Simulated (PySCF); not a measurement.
## Calculated data, CH$_{4}$ClOSi

Calculation on a computer-drawn molecule: the log of a Hartree-Fock and frozen-core CCSD(T) single point meant for a local Hartree-Fock minimum, with one planted fault or none, to be diagnosed. Offsets are logged minus clean, where the clean run is the same molecule without the fault. The reference is restricted for singlets and unrestricted otherwise, and also for a bond in bohr or an excited solution. Adding or removing an electron swaps singlet and doublet. The excited solution moves the top pair (singlet) or top alpha electron (doublet) to the lowest empty orbital. Highest occupied and lowest empty are orbital energies over both spins, largest force is the largest gradient component, triples share is (T) over the correlation energy, the T1 limit is 0.02 restricted and 0.045 unrestricted, electrons count all cores, a negative frequency is imaginary (commonest isotopes), and the dipole is about the centre of nuclear charge. Program: PySCF 2.14.0.

### CH$_{4}$ClOSi

Logged structure:
```xyz
8
CH4ClOSi
O     -2.0588     0.7088     0.3184
C     -0.9170     1.4567     0.7650
Si     0.4482     1.6240    -0.5964
Cl     1.2550    -0.2722    -1.0727
H     -2.5141     1.1970    -0.3766
H     -1.2059     2.4740     1.1292
H     -0.4991     0.9133     1.6394
H     -0.1533     2.1884    -1.8619
```

* meant charge: 0
* meant multiplicity: 2
* meant basis: cc-pV(D+d)Z
* logged electrons: 49
* logged basis functions: 94
* logged SCF converged: yes
* logged spin squared: 0.7544
* logged highest occupied: -9.3544 eV
* logged lowest empty: 1.02 eV
* logged largest force: 0.018774 hartree/bohr
* logged T1 diagnostic: 0.013769
* logged D1 diagnostic: 0.067597
* logged triples share: 0.025647
* logged CC converged: yes
* logged dipole magnitude: 3.1676 debye
* logged SCF stable within its kind: yes
* logged energy HF: -863.50168 hartree
* logged energy CCSD(T): -864.1086 hartree
* possible faults: no fault, one electron removed, one electron added, multiplicity raised by two, geometry at a saddle point, SCF held on an excited solution, minimal basis STO-3G, one bond length entered in bohr, all coordinates scaled
* planted fault: all coordinates scaled, by +1.9 %
* HF energy offset from clean run: 1.684 kcal/mol
* CCSD(T) energy offset from clean run: -0.2711 kcal/mol

Drawn bonds:
```tsv
atom	other atom	order
1	2	1
2	3	1
3	4	1
1	5	1
2	6	1
2	7	1
3	8	1
```
